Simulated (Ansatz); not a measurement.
Start from `Br[Si](Br)(Br)Br` and change one atom or group to get `Br[SiH](Br)Br`.

Ansatz, PBE0-D4/def2-TZVP geometries, multiplicity 1. 

Scalar relativity is left out up to krypton.

```csv
property,`Br[Si](Br)(Br)Br`
zero-point energy (PBE0-D4/def2-TZVP) / kJ/mol,13.8
HOMO energy (ωB97M-V/def2-TZVPP) / eV,-10.88
LUMO energy (B3LYP/def2-TZVPP) / eV,-1.90
"ideal-gas entropy at 298 K and 1 bar (rigid rotor, harmonic PBE0-D4/def2-TZVP) / J/(mol·K)",379
LUMO energy (ωB97M-V/def2-TZVPP) / eV,0.29
size of the dipole moment (ωB97M-V/def2-TZVPP) / D,0.00
```

(1) What does the change do to each property? (Best estimate.)

Results:

(1) The calculation gave: 
| property | `Br[SiH](Br)Br` | shift |
| --- | --- | --- |
| zero-point energy (PBE0-D4/def2-TZVP) / kJ/mol | 33.1 | 19.3 |
| HOMO energy (ωB97M-V/def2-TZVPP) / eV | -10.76 | 0.12 |
| LUMO energy (B3LYP/def2-TZVPP) / eV | -1.31 | 0.59 |
| ideal-gas entropy at 298 K and 1 bar (rigid rotor, harmonic PBE0-D4/def2-TZVP) / J/(mol·K) | 350 | -29 |
| LUMO energy (ωB97M-V/def2-TZVPP) / eV | 0.88 | 0.59 |
| size of the dipole moment (ωB97M-V/def2-TZVPP) / D | 0.66 | 0.66 |

With PBE0 the HOMO rises by 0.10 eV and the LUMO rises by 0.58 eV, so the gap widens by about 0.48 eV. PBE moves the HOMO by 0.09 eV and ωB97M-V by 0.12 eV.

B3LYP here is the variant with VWN-RPA as its local correlation; programs differ in this.

Spin–orbit coupling is left out; it splits and shifts lone-pair levels of the heavy atoms by tenths of an eV.
